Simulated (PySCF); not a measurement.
Molecule: `F[C@@H]1CO[SiH2]C1`, C3H7FOSi.

Bonds (- single, = double, # triple, : aromatic): F1-C2, C2-C3, C3-O4, O4-Si5, Si5-C6, C6-C2. C2 carries H7; C3 carries H8, H9; Si5 carries H10, H11; C6 carries H12, H13. Stereochemistry as in F[C@@H]1CO[SiH2]C1. H8, H11, H12 are cis to F1 on the ring; H9, H10, H13 are trans to F1 on the ring.

Frames of a GFN2-xTB Langevin trajectory at 200 K; GIAO PBE0/pcSseg-1 shieldings in PySCF 2.14.0 with density-fitted response routines, gas phase, non-relativistic; equivalent atoms averaged within each frame.

References, each an isolated molecule treated in the same way: ¹⁹F (σ = 170.95 ppm) against CFCl3; TMS for ¹³C (σ = 186.93 ppm) and ²⁹Si (σ = 349.16 ppm) and ¹H (σ = 31.72 ppm); ¹⁷O (σ = 336.08 ppm) vs H2O. The references are static minima.

Q: How do the shifts (ppm) fluctuate along the trajectory?

A: 
```
         time (fs)      F1    C2    C3    C6    O4   Si5    H7    H9   H11   H10
               250  -215.7  90.1  75.7  25.3  29.9   5.0  5.73  5.52  5.44  5.24
               425  -219.3  95.2  73.7  12.9  16.9   6.2  5.71  3.82  5.48  5.53
               625  -221.9  94.9  74.9  22.0  11.8  -6.4  5.11  4.92  5.42  4.49
               800  -205.0  93.0  78.7  25.1  33.6   1.2  5.24  5.50  5.77  5.21
              1000  -204.7  91.6  79.7  17.9  26.3  -1.4  5.48  5.13  4.42  5.04
    mean of frames  -213.3  93.0  76.6  20.6  23.7   0.9  5.45  4.98  5.31  5.10
standard deviation     8.1   2.2   2.5   5.3   9.1   5.1  0.28  0.69  0.51  0.39
```

5 frames give an uncertainty of the mean of about the standard deviation over 2.2 at best, since frames this close in time may not be independent; classical motion lacks zero-point vibration, and the reference would need the same averaging.
